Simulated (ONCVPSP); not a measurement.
Configuration tests for In (Z = 49) (ONCV)

indium (In), optimised norm-conserving Vanderbilt (ONCV), made with ONCVPSP 4.0.1 (PBE, scalar-relativistic). Core [Kr], reference 4d10 5s2 5p1. Waves: 5s: rc 2.30 bohr, ncon 3, nbas 7, qcut 2.9 1/bohr, 2 projectors, debl 3.2 Ha; 5p: rc 2.70 bohr, ncon 5, nbas 8, qcut 3 1/bohr, 2 projectors, debl 3.7 Ha; 4d: rc 1.35 bohr, ncon 4, nbas 9, qcut 12.7 1/bohr, 2 projectors, debl 3.6 Ha. Local part: polynomial inside 0.85 bohr (lpopt 5, dvloc0 1 Ha). Core correction: Teter function, fcfact 4, rcfact 1.25.

Energies are relative to the spin-unpolarised reference configuration 4d10 5s2 5p1; without spin polarisation the order of configurations can differ from experiment. Not all tests gave a result: 1 of 4 tests not solved or not reliable.

| valence configuration | charge | ΔE all-electron (eV) | error AE − PS (meV) |
| --- | --- | --- | --- |
| 4d10 5s2 5p0 | +1 | 5.363 | -0.7 |
| 4d10 5s1 5p0 | +2 | 24.599 | +6.7 |
| 4d9 5s2 5p2 | 0 | 18.306 | -145 |

Note: ghosts flagged at negative energy: s at -213.3 eV, p at -66.5 eV; GHOST(+) flagged for s at 98.3 eV. A true bound ghost makes a file unfit for plane-wave use.
